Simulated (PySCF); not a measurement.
PySCF job for CHO2, SMILES O=C=[OH+], charge +1, PBE/pcJ-1. Geometry: PBE0-D3(BJ)/def2-TZVP. The isomer is the one that the SMILES or the coordinates give; other isomers of the formula were not compared.

```python
import numpy as np
from pyscf import gto, scf, dft
from pyscf.prop.ssc import rks as ssc

mol = gto.M(
    atom='''
    O    -0.01727055    1.22845952    0.00000000
    C    -0.01053153    0.10890386    0.00000000
    O     0.11114354   -1.10024677    0.00000000
    H    -0.68779478   -1.67912518    0.00000000
    ''',
    basis='pcJ-1',
    charge=1,
    spin=0,
    max_memory=1600,
    verbose=3,
)
mf = dft.RKS(mol, xc='pbe')
mf.grids.level = 3
mf.conv_tol = 1e-10
mf.max_cycle = 100
mf.kernel()
j = ssc.SSC(mf)
j.with_fcsd = True
j.max_cycle_cphf = 80
j.conv_tol = 1e-7
e11 = j.kernel()
```

Log of the run:

```
converged SCF energy = -188.61473955841
Reduced spin-spin coupling constant K (Hz)
               #0        #1        #2        #3
        0 O    0.00000
        1 C  -18.46439   0.00000
        2 O   -4.85514  -7.62158   0.00000
        3 H    0.15641   1.00967  28.86915   0.00000
Spin-spin coupling constant J (Hz)
               #0        #1        #2        #3
        0 O    0.00000
        1 C   19.64937   0.00000
        2 O   -2.78603   8.11071   0.00000
        3 H   -0.66182   7.92277 -122.15267   0.00000
```

The run converged.
